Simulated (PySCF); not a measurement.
C3H9B.
Numbering: `[BH2:1][CH:2]([CH3:3])[CH3:4]` (hydrogens: H5, H6 on B1; H7 on C2; H8, H9, H10 on C3; H11, H12, H13 on C4)

Cartesian coordinates in Å at the PBE0-D3(BJ)/def2-SVP level; atoms count from 1:
```
atom  x, y, z in Å
B1    -0.0075    1.2251   -0.4638
C2    -0.0946   -0.3234   -0.4958
C3    -1.4420   -0.9518   -0.1535
C4     1.0868   -1.0988    0.0795
H5     1.0697    1.7794   -0.4202
H6    -1.0043    1.8996   -0.6080
H7     0.0079   -0.3403   -1.6192
H8    -1.6181   -0.9193    0.9341
H9    -2.2756   -0.4205   -0.6364
H10   -1.4902   -2.0105   -0.4569
H11    2.0497   -0.6725   -0.2390
H12    1.0669   -2.1594   -0.2204
H13    1.0651   -1.0743    1.1812
```

Computed with core-valence-separated Tamm–Dancoff BHandHLYP/aug-pcX-1 (pcseg-1 on H) in PySCF, non-relativistic, gas phase, PBE0-D3(BJ)/def2-SVP geometry. No shift to experiment was applied.

The lowest roots of each edge with f over 0.003 (five at most, numbered afresh; weaker and dark ones are left out), with transition dipoles (au) in the frame of the coordinates:

```json
{"root": "1", "edge": "C", "E (eV)": "283.56", "f": "0.0063", "μx": "0.0020", "μy": "-0.0103", "μz": "-0.0283"}
{"root": "2", "edge": "C", "E (eV)": "285.14", "f": "0.0231", "μx": "0.0052", "μy": "-0.0009", "μz": "-0.0573"}
{"root": "3", "edge": "C", "E (eV)": "285.36", "f": "0.0087", "μx": "-0.0263", "μy": "-0.0231", "μz": "-0.0043"}
{"root": "4", "edge": "C", "E (eV)": "285.36", "f": "0.0148", "μx": "-0.0428", "μy": "0.0167", "μz": "-0.0028"}
{"root": "5", "edge": "C", "E (eV)": "286.13", "f": "0.0212", "μx": "-0.0247", "μy": "0.0360", "μz": "0.0333"}
{"root": "6", "edge": "B", "E (eV)": "185.46", "f": "0.0889", "μx": "0.0118", "μy": "-0.0129", "μz": "-0.1388"}
{"root": "7", "edge": "B", "E (eV)": "190.79", "f": "0.0057", "μx": "-0.0025", "μy": "-0.0344", "μz": "0.0049"}
{"root": "8", "edge": "B", "E (eV)": "191.33", "f": "0.0040", "μx": "-0.0017", "μy": "0.0233", "μz": "0.0176"}
{"root": "9", "edge": "B", "E (eV)": "191.34", "f": "0.0221", "μx": "0.0683", "μy": "-0.0035", "μz": "0.0066"}
{"root": "10", "edge": "B", "E (eV)": "191.62", "f": "0.0049", "μx": "0.0029", "μy": "0.0010", "μz": "-0.0320"}
```

**Question.** Molecules are fixed in this frame and the field points along (1, 0, −1)/√2. What effective strengths 3 f cos²θ do the roots have (θ between field and μ)?

**Answer.** root 1 (C2): 0.010, root 2 (C2): 0.041, root 3 (C3/C4): 0.005, root 4 (C3/C4): 0.017, root 5 (C3/C4): 0.035, root 6 (B1): 0.155, root 7 (B1): 0.000, root 8 (B1): 0.003, root 9 (B1): 0.027, root 10 (B1): 0.009. Root 6 is the strongest. Averaged over all orientations cos²θ is 1/3, which gives f back. For degenerate partners only the sum has meaning, as the program may mix them freely.

One conformer stands for the species.
